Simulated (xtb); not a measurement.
H$_{2}$Si, charge +1, doublet, at a GFN2-xTB geometry (a state made from the parent by changing its charge; the spin is typed, not shown lowest). Base run: GFN2-xTB in xtb 6.7.1.

Geometry (Å):
```xyz
3

Si    -0.0015     0.0739     0.0043
H     -1.3358    -0.5464     0.0176
H      1.3561    -0.4878    -0.0781
```
Charge +1, spin multiplicity 2.
All else is at xtb's defaults.
Base energy -2.21368 Eh.

Variants of this job, named by their change:

```csv
change,ΔE vs base (kJ/mol),G_solv (kcal/mol),SCF cycles
base,0.00,-,10
alpb = cs2,-165.5,-39.55,10
acc = 1000,0.01,-,6
file = coord,0.00,-,10
alpb = toluene,-196.9,-47.14,10
etemp = 3000,-6.09,-,12
```

ALPB and GBSA are two models with their own fitted parameters for each solvent, which aren't always the measured dielectric constant.
